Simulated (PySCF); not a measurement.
Compound: C10H17N.
Cartesian coordinates in Å at the PBE0-D3(BJ)/def2-SVP level; atoms count from 1:
```
atom  x, y, z in Å
C1    -2.5355   -1.0533   -0.1225
N2    -1.9054    0.1819   -0.5189
C3    -2.6928    1.3444   -0.2199
C4    -0.5096    0.2872   -0.4265
C5     0.0935    1.4099    0.0262
C6     1.5517    1.7744    0.0748
C7     2.6096    0.6649    0.1959
C8     2.3533   -0.3079    1.3098
C9     1.5532   -1.3796    1.2785
C10    0.7179   -1.9062    0.1470
C11    0.2585   -0.9143   -0.9299
H12   -2.0135   -1.9217   -0.5443
H13   -3.5678   -1.0785   -0.5041
H14   -2.5785   -1.1862    0.9797
H15   -2.3274    2.2091   -0.7934
H16   -3.7377    1.1568   -0.5089
H17   -2.6838    1.6231    0.8560
H18   -0.5543    2.2074    0.3968
H19    1.8129    2.3967   -0.8038
H20    1.6788    2.4494    0.9386
H21    3.5801    1.1563    0.3702
H22    2.7259    0.1354   -0.7599
H23    2.8601   -0.0971    2.2588
H24    1.4941   -1.9755    2.1971
H25    1.2653   -2.7315   -0.3477
H26   -0.1688   -2.3884    0.5915
H27   -0.3673   -1.4505   -1.6597
H28    1.1199   -0.5616   -1.5078
```

Computed with PBE0-D3(BJ)/def2-SVP geometry optimisation, gas phase in PySCF.

Masses are those of the commonest isotopes; rigid-rotor values at the optimised geometry. The values belong to one conformer with, in the numbering `[CH3:1][N:2]([CH3:3])/[C:4]1=[CH:5]/[CH2:6][CH2:7]/[CH:8]=[CH:9]\[CH2:10][CH2:11]1`, C4–C5–C6–C7 -28°, C5–C6–C7–C8 -51°, C6–C7–C8–C9 84°, C8–C9–C10–C11 -26°.

(1) Give the principal moments of inertia and the rotational constants in MHz.

(2) Classify the top.

(3) What does the inertial defect say?

(4) Give the other two planar moments, Paa and Pbb, and the rms extents of the mass along the axes.

(5) List the rotational levels J(Ka,Kc) to J = 3 (cm⁻¹).

(6) Which types of transition are allowed, and where do some lines up to J = 5 fall?

Answers

(1) Ia = 288.94, Ib = 598.87, Ic = 779.26 u·Å²; 505379 MHz·u·Å²/I gives A = 1749, B = 843.9, C = 648.5 MHz.

(2) An asymmetric top; Ray's κ = -0.645.

(3) Not planar: Δ = Ic − Ia − Ib = -108.55 u·Å². For a rigid frame Δ = −2 Σ m c², so Σ m c² = 54.28 u·Å² lies off the ab plane: 20.43 from hydrogen and 33.84 from heavier atoms. The atom farthest from that plane is 1.80 Å away.

(4) Paa = Σ m a² = (Ib + Ic − Ia)/2 = 544.59 and Pbb = Σ m b² = (Ia + Ic − Ib)/2 = 234.66 u·Å². With the mass M = 151.14 u, the rms extents √(P/M) along a, b and c are 1.90, 1.25, 0.60 Å.

(5) Above 0(0,0):
J = 1: 1(0,1) 0.0498, 1(1,1) 0.0800, 1(1,0) 0.0865
J = 2: 2(0,2) 0.1484, 2(1,2) 0.1730, 2(1,1) 0.1926, 2(2,1) 0.2832, 2(2,0) 0.2841
J = 3: 3(0,3) 0.2941, 3(1,3) 0.3120, 3(1,2) 0.3511, 3(2,2) 0.4325, 3(2,1) 0.4371, 3(3,1) 0.6003, 3(3,0) 0.6004
The levels of one J sum to (2J + 1)J(J + 1)(A + B + C)/3.

(6) The dipole components are |μa| = 0.82 D, |μb| = 0.51 D, |μc| = 0.01 D. Intensities carry the squares of the components, which stand as 1.00 : 0.39 : 0.00 (a : b : c). Some lines, for components of 0.1 D or more:

| type | branch | J(Ka,Kc) | MHz | lower level (cm⁻¹) |
| --- | --- | --- | --- | --- |
| a | Q | 4(2,2) ← 4(2,3) | 391 | 0.631 |
| b | Q | 1(1,0) ← 1(0,1) | 1101 | 0.050 |
| a | Q | 3(1,2) ← 3(1,3) | 1169 | 0.312 |
| b | R | 3(1,2) ← 2(2,1) | 2036 | 0.283 |
| b | Q | 4(1,3) ← 4(0,4) | 2287 | 0.485 |
| b | R | 1(1,1) ← 0(0,0) | 2398 | 0.000 |
| b | Q | 4(2,2) ← 4(1,3) | 2485 | 0.561 |
| b | Q | 2(2,0) ← 2(1,1) | 2744 | 0.193 |
| b | Q | 2(2,1) ← 2(1,2) | 3302 | 0.173 |
| b | R | 3(0,3) ← 2(1,2) | 3629 | 0.173 |
| a | R | 3(1,2) ← 2(1,1) | 4751 | 0.193 |
| b | Q | 3(3,1) ← 3(2,2) | 5031 | 0.433 |
| a | R | 4(3,2) ← 3(3,1) | 6019 | 0.600 |
| b | R | 2(2,0) ← 1(1,1) | 6120 | 0.080 |
| a | R | 5(0,5) ← 4(0,4) | 7017 | 0.485 |
| b | R | 5(1,5) ← 4(0,4) | 7225 | 0.485 |
| a | R | 5(4,2) ← 4(4,1) | 7525 | 1.034 |
| a | R | 5(4,1) ← 4(4,0) | 7527 | 1.034 |
| b | R | 4(2,3) ← 3(1,2) | 8389 | 0.351 |
| b | Q | 5(5,0) ← 5(4,1) | 8966 | 1.285 |
| b | Q | 5(5,1) ← 5(4,2) | 8968 | 1.285 |
| b | R | 4(3,1) ← 3(2,2) | 11068 | 0.433 |
| b | R | 4(4,1) ← 3(3,0) | 12993 | 0.600 |
| b | R | 4(4,0) ← 3(3,1) | 12996 | 0.600 |

Stationary, but not proved a minimum. Constants of a rigid frame at the computed geometry: no zero-point averaging, no centrifugal distortion. A rigid rotor knows nothing of internal rotation, which can split or shift real lines. Quadrupole hyperfine structure (14N) is left out.
